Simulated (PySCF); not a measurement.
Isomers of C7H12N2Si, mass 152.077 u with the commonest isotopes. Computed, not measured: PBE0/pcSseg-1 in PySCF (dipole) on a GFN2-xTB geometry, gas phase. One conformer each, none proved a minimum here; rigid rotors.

Problem. Order these by rotational constant C, smallest first.
A. `[CH:1]#[C:2][C@@H:3]([C:4]#[N:5])[CH2:6][SiH2:7][CH2:8][NH:9][CH3:10]` with C2–C3–C6–Si7 170°, C3–C6–Si7–C8 62°, C6–Si7–C8–N9 57°, Si7–C8–N9–C10 169°
B. `C[Si](C)(C)c1ccnnc1`
C. `CC(C)(C)[Si@H]1CC(C#N)=N1`
D. `[CH2:1]=[CH:2][c:3]1[cH:4][n:5][n:6]([SiH:7]([CH3:8])[CH3:9])[cH:10]1` with C1–C2–C3–C4 180°, N5–N6–Si7–C8 60°
E. `[CH2:1]=[CH:2]/[C:3]([CH3:4])=[N:5]/[C@@H:6]([SiH3:7])[CH2:8][C:9]#[N:10]` with C1–C2–C3–C4 -2°, C3–N5–C6–Si7 89°, N5–C6–C8–C9 180°
F. `C[Si](C)(C)c1cccnn1`
G. `[CH3:1][c:2]1[cH:3][cH:4][cH:5][cH:6][c:7]1[NH:8][NH:9][SiH3:10]` with C6–C7–N8–N9 -26°, C7–N8–N9–Si10 -67°

Solution. E (490.6 MHz), A (531.3 MHz), D (556.9 MHz), C (593.9 MHz), G (607.0 MHz), B (646.8 MHz), F (666.1 MHz).

Problem. Order these by out-of-plane moment Σ m c² = (Ia + Ib − Ic)/2, smallest first.
A. `[CH2:1]=[CH:2][c:3]1[cH:4][n:5][n:6]([SiH:7]([CH3:8])[CH3:9])[cH:10]1` with C1–C2–C3–C4 180°, N5–N6–Si7–C8 60°
B. `[CH:1]#[C:2][C@@H:3]([C:4]#[N:5])[CH2:6][SiH2:7][CH2:8][NH:9][CH3:10]` with C2–C3–C6–Si7 170°, C3–C6–Si7–C8 62°, C6–Si7–C8–N9 57°, Si7–C8–N9–C10 169°
C. `C[Si](C)(C)C1=CN=NC=C1`
D. `[CH2:1]=[CH:2]/[C:3]([CH3:4])=[N:5]/[C@@H:6]([SiH3:7])[CH2:8][C:9]#[N:10]` with C1–C2–C3–C4 -2°, C3–N5–C6–Si7 89°, N5–C6–C8–C9 180°
E. `CC(C)(C)[Si@H]1CC(C#N)=N1`
F. `[CH3:1][c:2]1[cH:3][cH:4][cH:5][cH:6][c:7]1[NH:8][NH:9][SiH3:10]` with C6–C7–N8–N9 -26°, C7–N8–N9–Si10 -67°
G. `C[Si](C)(C)c1cccnn1`

Solution. B (46.41 u·Å²), F (47.30 u·Å²), D (68.65 u·Å²), A (81.77 u·Å²), G (82.42 u·Å²), C (83.38 u·Å²), E (88.62 u·Å²).

Problem. Order these by dipole moment, largest first.
A. `[CH2:1]=[CH:2]/[C:3]([CH3:4])=[N:5]/[C@@H:6]([SiH3:7])[CH2:8][C:9]#[N:10]` with C1–C2–C3–C4 -2°, C3–N5–C6–Si7 89°, N5–C6–C8–C9 180°
B. `C[Si](C)(C)c1cccnn1`
C. `[CH3:1][c:2]1[cH:3][cH:4][cH:5][cH:6][c:7]1[NH:8][NH:9][SiH3:10]` with C6–C7–N8–N9 -26°, C7–N8–N9–Si10 -67°
D. `[CH:1]#[C:2][C@@H:3]([C:4]#[N:5])[CH2:6][SiH2:7][CH2:8][NH:9][CH3:10]` with C2–C3–C6–Si7 170°, C3–C6–Si7–C8 62°, C6–Si7–C8–N9 57°, Si7–C8–N9–C10 169°
E. `[CH2:1]=[CH:2][c:3]1[cH:4][n:5][n:6]([SiH:7]([CH3:8])[CH3:9])[cH:10]1` with C1–C2–C3–C4 180°, N5–N6–Si7–C8 60°
F. `CC(C)(C)[Si@H]1CC(C#N)=N1`
G. `C[Si](C)(C)C1=CN=NC=C1`

Solution. F (5.39 D), G (4.87 D), A (4.49 D), B (3.71 D), D (2.46 D), E (1.74 D), C (0.79 D).

| SMILES | point group | Ia (u·Å²) | Ib (u·Å²) | Ic (u·Å²) | κ | μa (D) | μb (D) | μc (D) |
| --- | --- | --- | --- | --- | --- | --- | --- | --- |
| C[Si](C)(C)c1cccnn1 | C1 | 248.90 | 674.65 | 758.71 | -0.88 | 0.34 | 3.69 | 0.01 |
| C=C/C(C)=N/[C@@H]([SiH3])CC#N | C1 | 215.08 | 952.27 | 1030.05 | -0.96 | 4.46 | 0.41 | 0.33 |
| C#C[C@@H](C#N)C[SiH2]CNC | C1 | 279.86 | 764.11 | 951.15 | -0.80 | 1.30 | 2.08 | 0.07 |
| Cc1ccccc1NN[SiH3] | C1 | 262.27 | 664.96 | 832.63 | -0.77 | 0.67 | 0.39 | 0.16 |
| C=Cc1cnn([SiH](C)C)c1 | Cs | 185.41 | 885.59 | 907.46 | -0.99 | 1.10 | 1.35 | 0.00 |
| C[Si](C)(C)c1ccnnc1 | Cs | 245.95 | 702.16 | 781.35 | -0.90 | 4.39 | 2.10 | 0.00 |
| CC(C)(C)[Si@H]1CC(C#N)=N1 | C1 | 188.67 | 839.59 | 851.02 | -0.99 | 4.87 | 2.18 | 0.74 |
